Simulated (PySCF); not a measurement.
CH$_{4}$BClO (SMILES COBCl), singlet, geometry from GFN2-xTB, with bond 6-5 at 1.8 times its length; PySCF with CASCI(4,4)+NEVPT2/6-31G.

Input for PySCF:
```python
from pyscf import gto, scf, mcscf, mrpt
import numpy

mol = gto.Mole()
mol.atom = '''
    B    -0.44041029   -0.04213688    0.32881871
    H    -1.42908407   -0.41104560    0.85668744
    Cl    0.29831524    1.41848148    0.84281684
    O     0.16285589   -0.68613245   -0.65953372
    C    -0.27143629   -1.89627379   -1.23113805
    H    -0.59036133   -1.59654126   -3.14654395
    H     0.52157582   -2.63681981   -1.11204122
    H    -1.18741196   -2.25917727   -0.75827558
'''
mol.basis = '6-31g'
mol.verbose = 4
mol.build()

mf = scf.RHF(mol)
mf.kernel()
mc = mcscf.CASCI(mf, 4, 4)
mc.fix_spin_(ss=0.0)
mc.kernel()
occ = numpy.linalg.eigvalsh(mc.fcisolver.make_rdm1(mc.ci, mc.ncas, mc.nelecas))[::-1]
ss = mc.fcisolver.spin_square(mc.ci, mc.ncas, mc.nelecas)[0]
print('natural occupations', occ.round(4), ' <S^2>', round(ss, 4))
e2 = mrpt.NEVPT(mc).kernel()
print('E(NEVPT2) = %.10f' % (mc.e_tot + e2))
```

### Question
Predict the main parts of the log of this PySCF run.

### Answer

```
PySCF version 2.14.0

[INPUT] verbose = 4
[INPUT] num. atoms = 8
[INPUT] num. electrons = 40
[INPUT] charge = 0
[INPUT] spin (= nelec alpha-beta = 2S) = 0
[INPUT] symmetry False subgroup None
[INPUT] Mole.unit = angstrom
[INPUT] Symbol           X                Y                Z      unit          X                Y                Z       unit  Magmom
[...]
nuclear repulsion = 139.820056965335
number of shells = 30
number of NR pGTOs = 128
number of NR cGTOs = 48
basis = 6-31g
ecp = {}

******** <class 'pyscf.scf.hf.RHF'> ********
method = RHF
initial guess = minao
damping factor = 0
level_shift factor = 0
DIIS = <class 'pyscf.scf.diis.CDIIS'>
diis_start_cycle = 1
diis_space = 8
diis_damp = 0
SCF conv_tol = 1e-09
SCF conv_tol_grad = None
SCF max_cycles = 50
direct_scf = True
direct_scf_tol = 1e-13
Set gradient conv threshold to 3.16228e-05
Initial guess from minao.
init E= -599.547014333004
[...]
cycle= 1 E= -598.981014693682  delta_E= 0.566  |g|= 0.512  |ddm|= 2.42
[...]
cycle= 2 E= -599.04818373917  delta_E= -0.0672  |g|= 0.271  |ddm|= 0.77
[...]
cycle= 3 E= -599.065031291532  delta_E= -0.0168  |g|= 0.0477  |ddm|= 0.229
[...]
cycle= 4 E= -599.065867054147  delta_E= -0.000836  |g|= 0.0151  |ddm|= 0.0729
[...]
cycle= 5 E= -599.06595264516  delta_E= -8.56e-05  |g|= 0.00384  |ddm|= 0.0256
[...]
cycle= 6 E= -599.065960337154  delta_E= -7.69e-06  |g|= 0.00136  |ddm|= 0.00742
[...]
cycle= 7 E= -599.065961392279  delta_E= -1.06e-06  |g|= 0.000313  |ddm|= 0.00317
[...]
cycle= 8 E= -599.065961460073  delta_E= -6.78e-08  |g|= 8.13e-05  |ddm|= 0.000778
[...]
cycle= 9 E= -599.065961464431  delta_E= -4.36e-09  |g|= 1.65e-05  |ddm|= 0.000184
[...]
cycle= 10 E= -599.065961464622  delta_E= -1.91e-10  |g|= 4.23e-06  |ddm|= 3.97e-05
[...]
Extra cycle  E= -599.065961464636  delta_E= -1.41e-11  |g|= 1.9e-06  |ddm|= 7.97e-06
converged SCF energy = -599.065961464636

******** <class 'pyscf.mcscf.casci.CASCI'> ********
CAS (2e+2e, 4o), ncore = 18, nvir = 26
natorb = False
canonicalization = True
sorting_mo_energy = False
******** <class 'pyscf.fci.addons.SpinPenaltyFCISolver'> ********
max. cycles = 200
conv_tol = 1e-08
davidson only = True
linear dependence = 1e-12
level shift = 0.001
max iter space = 12
nroots = 1
pspace_size = 400
spin = None
Density matrix diagonal elements [1.99988677 1.8637801  0.12855747 0.00777566]
CASCI converged
CASCI E = -599.098049093181  E(CI) = -3.13726682994957  S^2 = 0.0000000
[...]
2 Cl 3s          0.02256   0.00324   0.01400   0.00272
2 Cl 4s          0.00583   0.00138   0.00648   0.00184
2 Cl 2px        -0.00141   0.00020   0.00000   0.00004
2 Cl 2py         0.00004  -0.00021   0.00010  -0.00002
2 Cl 2pz         0.00141   0.00019   0.00002   0.00004
2 Cl 3px         0.67172  -0.10590   0.00562  -0.14038
2 Cl 3py         0.00371   0.10689  -0.04591   0.12633
2 Cl 3pz        -0.64588  -0.10590   0.00954  -0.16675
2 Cl 4px         0.00494  -0.00803  -0.00119  -0.03742
2 Cl 4py        -0.00395   0.00464  -0.00821   0.03243
2 Cl 4pz        -0.00815  -0.00213  -0.00413  -0.04488
3 O 1s          -0.00002  -0.00009   0.00002  -0.00001
3 O 2s          -0.04020  -0.03940   0.02000  -0.00647
3 O 3s          -0.00934  -0.00467  -0.00130  -0.00434
3 O 2px          0.12238   0.09190  -0.02933  -0.16749
3 O 2py         -0.04715  -0.15897   0.04464   0.16237
3 O 2pz         -0.08016   0.28516  -0.12119  -0.21331
3 O 3px          0.01464   0.00942  -0.00292  -0.04392
3 O 3py          0.00615  -0.02057   0.01685   0.04291
3 O 3pz         -0.00247   0.02021  -0.01880  -0.05731
4 C 1s          -0.00004   0.00027  -0.00045  -0.00002
4 C 2s          -0.00462   0.14134  -0.29799  -0.03009
4 C 3s          -0.00202   0.03433  -0.03434  -0.00875
4 C 2px          0.00174  -0.09139   0.10643   0.00166
4 C 2py          0.04661   0.16244  -0.09327   0.01680
4 C 2pz          0.00476  -0.53110   0.59359   0.02292
4 C 3px          0.00208  -0.00904   0.02767   0.01076
4 C 3py         -0.00321   0.00042  -0.00432  -0.00423
4 C 3pz         -0.00106  -0.05119   0.11702   0.02725
5 H 1s          -0.00027   0.68416   0.66445  -0.01619
5 H 2s           0.00021   0.07061   0.17998   0.00505
6 H 1s          -0.03102  -0.11493   0.08905   0.06743
6 H 2s           0.00173   0.01335   0.04100   0.03170
7 H 1s           0.01548  -0.08521   0.08826   0.01001
7 H 2s           0.00239   0.00983   0.04310   0.01127
<CAS-nat-orb|mo-hf>  19     19       0.99977046
<CAS-nat-orb|mo-hf>  20     20       0.99974096
<CAS-nat-orb|mo-hf>  21     21       0.97168097
<CAS-nat-orb|mo-hf>  22     22       0.97170031
Sr    (-1)',   E = -0.00644139541937
Si    (+1)',   E = -0.00822355701903
Sijrs (0)  ,   E = -0.19852658014969
Sijr  (+1) ,   E = -0.03861476623361
Srsi  (-1) ,   E = -0.04066598021543
Srs   (-2) ,   E = -0.00440260163521
Sij   (+2) ,   E = -0.00375180876568
Sir   (0)' ,   E = -0.01513679644126
Nevpt2 Energy = -0.315763485879266
E(NEVPT2) = -599.4138125791
```
